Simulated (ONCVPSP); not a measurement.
# Which change was made? (C, ONCV)

```json
{
  "Element": "carbon",
  "Generator": "ONCVPSP 4.0.1",
  "Type": "optimised norm-conserving Vanderbilt (ONCV)",
  "Functional": "BLYP",
  "Relativity": "scalar-relativistic",
  "Frozen core": "[He]",
  "Valence charge": "4",
  "Reference configuration": "2s2 2p1.5 (charge +0.5)",
  "Partial waves": "2s: rc 1.30 bohr, ncon 4, nbas 7, qcut 5.5 1/bohr, 2 projectors, debl 1 Ha; 2p: rc 2.90 bohr, ncon 3, nbas 7, qcut 4.5 1/bohr, 3 projectors, debl 2 Ha; d scattering state at 0.02 Ha: rc 2.75 bohr, ncon 4, nbas 7, qcut 3.8 1/bohr, 2 projectors, debl 1.7 Ha",
  "Local potential": "polynomial inside 1.05 bohr (lpopt 5, dvloc0 4 Ha)",
  "Core correction": "Teter function, fcfact 4.5, rcfact 1.05"
}
```

Cutoffs, loose and tight: the cutoffs (Ha) at which the residual kinetic energy of the hardest occupied pseudo-wave falls to 1 and 0.1 mHa per electron. They do not see the model core or the augmentation charge, which bear on the density cutoff. Test errors are all-electron minus pseudo excitation energies from the reference, over the configurations 2s2 2p2; 2s2 2p1; 2s2 2p0; 2s1 2p0; variants that change the core or the reference have their own tests.

The base gives: outcome: generated; cutoff, loose: 17 Ha; cutoff, tight: 62 Ha; bound ghosts: none; GHOST(+) flags above zero: none; largest test error (meV): +2242.

(1) After one change the result is: outcome: generated; cutoff, loose: 17 Ha; cutoff, tight: 62 Ha; bound ghosts: d; GHOST(+) flags above zero: none; largest test error (meV): +2242. Which change was it?
A. s: qcut 7.2; p: qcut 5.9; d: qcut 5
B. d: rc 3.94
C. p: qcut 3.2

Answers

(1) B. The others give: p: qcut 3.2 → outcome: generated; cutoff, loose: 17 Ha; cutoff, tight: 62 Ha; bound ghosts: none; GHOST(+) flags above zero: none; largest test error (meV): +3537 | s: qcut 7.2; p: qcut 5.9; d: qcut 5 → outcome: generated; cutoff, loose: 19 Ha; cutoff, tight: 24 Ha; bound ghosts: none; GHOST(+) flags above zero: none; largest test error (meV): +1478.
